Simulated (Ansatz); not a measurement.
Born–Oppenheimer molecular dynamics of C2H15NOSi4 (23 atoms, charge 0, multiplicity 1). It starts from a relaxed structure.

These are results of RKS PBE0/STO-3G in Ansatz, not measurements.

```json
{"ensemble": "NVT, Langevin thermostat", "time step": "0.5 fs", "steps asked": "228", "set temperature": "400 K", "friction": "0.001 /fs", "seed": "523086"}
```

First frame:

```xyz
23
Properties=species:S:1:pos:R:3
Si -0.036 -0.032 -0.019
N -0.230 -0.294 1.736
C -1.207 0.538 2.480
H -2.155 0.596 1.923
H -1.420 0.073 3.458
H -0.862 1.575 2.676
C 0.995 -0.492 2.552
H 0.724 -0.934 3.525
H 1.677 -1.190 2.042
H 1.553 0.444 2.758
Si 2.128 0.337 -0.592
H 2.969 -0.803 -0.312
H 2.234 0.631 -2.002
H 2.665 1.468 0.127
Si -1.387 1.650 -0.730
H -2.788 1.344 -0.560
H -1.110 2.867 -0.003
H -1.159 1.920 -2.130
O -0.529 -1.503 -0.721
Si -1.198 -2.653 0.339
H -0.256 -3.196 1.295
H -2.380 -2.199 1.043
H -1.598 -3.734 -0.534
```

How far do the bonds stretch over the last three quarters of this one trajectory? (Pairs bonded in most of those frames.)


```tsv
bond	mean (Å)	spread (Å)	shortest	longest
Si1–N2	1.794	0.043	1.73	1.87
Si1–Si11	2.281	0.025	2.25	2.34
Si1–Si15	2.267	0.027	2.22	2.33
Si1–O19	1.707	0.016	1.68	1.73
N2–C3	1.490	0.026	1.44	1.53
N2–C7	1.492	0.025	1.45	1.53
C3–H4	1.101	0.011	1.08	1.12
C3–H5	1.105	0.015	1.07	1.13
C3–H6	1.113	0.031	1.06	1.17
C7–H8	1.105	0.009	1.09	1.12
C7–H9	1.103	0.010	1.08	1.12
C7–H10	1.110	0.009	1.09	1.13
Si11–H12	1.446	0.033	1.39	1.50
Si11–H13	1.447	0.030	1.40	1.49
Si11–H14	1.448	0.030	1.40	1.49
Si15–H16	1.447	0.017	1.42	1.48
Si15–H17	1.449	0.030	1.40	1.50
Si15–H18	1.448	0.034	1.39	1.51
O19–Si20	1.706	0.017	1.68	1.74
Si20–H21	1.449	0.008	1.43	1.46
Si20–H22	1.449	0.011	1.43	1.47
Si20–H23	1.449	0.026	1.41	1.49
```

Mean temperature of the second half: 204 K. The mean temperature of the second half is 49 % below the set value. A run of 0.11 ps of so small a system gives no equilibrium averages. Limits of this set-up: minimal basis.

Time of the run: 32 min on 1 thread of AMD EPYC 7R43 64-Core Processor (Zen 3), with other jobs on the host, peak memory 0.24 GiB.
